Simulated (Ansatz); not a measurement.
One change: `CC1=C[CH]1[SnH3]` becomes `CC1=CC1C`.

Ansatz, PBE0-D4/def2-TZVP geometries, multiplicity 1. 

Elements past krypton have def2 core potentials.

```
                                          property  `CC1=C[CH]1[SnH3]`
    size of the dipole moment (PBE/def2-TZVPP) / D                2.11
                LUMO energy (PBE0/def2-TZVPP) / eV                0.08
                HOMO energy (PBE0/def2-TZVPP) / eV               -6.34
             HOMO energy (ωB97M-V/def2-TZVPP) / eV               -8.44
size of the dipole moment (ωB97M-V/def2-TZVPP) / D                1.93
           HOMO–LUMO gap (ωB97M-V/def2-TZVPP) / eV               10.25
```

Problem. What does the change do to each property? (Estimate.)

Solution. Ansatz gave: 
```
                                          property  `CC1=CC1C`  shift
    size of the dipole moment (PBE/def2-TZVPP) / D        0.85  -1.26
                LUMO energy (PBE0/def2-TZVPP) / eV        0.52   0.44
                HOMO energy (PBE0/def2-TZVPP) / eV       -6.80  -0.46
             HOMO energy (ωB97M-V/def2-TZVPP) / eV       -9.03  -0.59
size of the dipole moment (ωB97M-V/def2-TZVPP) / D        0.84  -1.09
           HOMO–LUMO gap (ωB97M-V/def2-TZVPP) / eV       11.65   1.40
```

With PBE0 the HOMO falls by 0.46 eV and the LUMO rises by 0.44 eV, so the gap widens by about 0.90 eV. PBE moves the HOMO by -0.35 eV and ωB97M-V by -0.59 eV. Dipoles are sizes alone; their direction can turn.
